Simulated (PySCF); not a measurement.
An equivalent PySCF input for Cu⁺ (copper, charge +1), [Ar] 3d10, closed-shell 1S, with a scalar-relativistic core potential:

```python
from pyscf import gto, scf, dft, mp, cc
import basis_set_exchange as bse
txt = bse.get_basis("cc-pVTZ-PP", elements=["Cu"], fmt="nwchem", header=False)
cut = txt.index("\nECP")
mol = gto.M(atom="Cu 0 0 0", charge=1, spin=0, symmetry="D2h",
            basis=gto.basis.parse(txt[:cut]),
            ecp={"Cu": gto.basis.parse_ecp(txt[cut:])})
mf = dft.UKS(mol, xc="B88,P86")
mf.irrep_nelec = {'Ag': (3, 3), 'B1g': (1, 1), 'B2g': (1, 1), 'B3g': (1, 1), 'B1u': (1, 1), 'B2u': (1, 1), 'B3u': (1, 1)}
mf.kernel()
```

It reaches the same state as the run whose output follows, with an energy that differs only through the grid. The run itself started from symmetry-adapted Hartree-Fock orbitals and held the occupation by maximum overlap, on a logarithmic radial grid, so the iterations belong to that start.

```
SCF conv_tol = 1e-09
number electrons alpha = 9  beta = 9
XC functionals = B88,P86
    A. D. Becke.,  Phys. Rev. A 38, 3098 (1988)
    J. P. Perdew.,  Phys. Rev. B 33, 8822 (1986)
cycle= 1 E= -197.083871591815  delta_E= -0.00107  |g|= 0.354  |ddm|= 0.414
cycle= 2 E= -196.963461879348  delta_E= 0.12  |g|= 1.02  |ddm|= 0.328
cycle= 3 E= -197.10460446439  delta_E= -0.141  |g|= 0.0946  |ddm|= 0.227
cycle= 4 E= -197.106151458028  delta_E= -0.00155  |g|= 0.00176  |ddm|= 0.0307
cycle= 5 E= -197.106151873007  delta_E= -4.15e-07  |g|= 0.000199  |ddm|= 0.000433
cycle= 6 E= -197.106151879004  delta_E= -6e-09  |g|= 9.05e-07  |ddm|= 5.09e-05
cycle= 7 E= -197.106151879004  delta_E= -1.42e-13  |g|= 2.23e-08  |ddm|= 3.08e-07
converged SCF energy = -197.106151879004  <S^2> = -3.0198066e-14  2S+1 = 1
```

Energies and moments cover only the electrons outside the core potential.
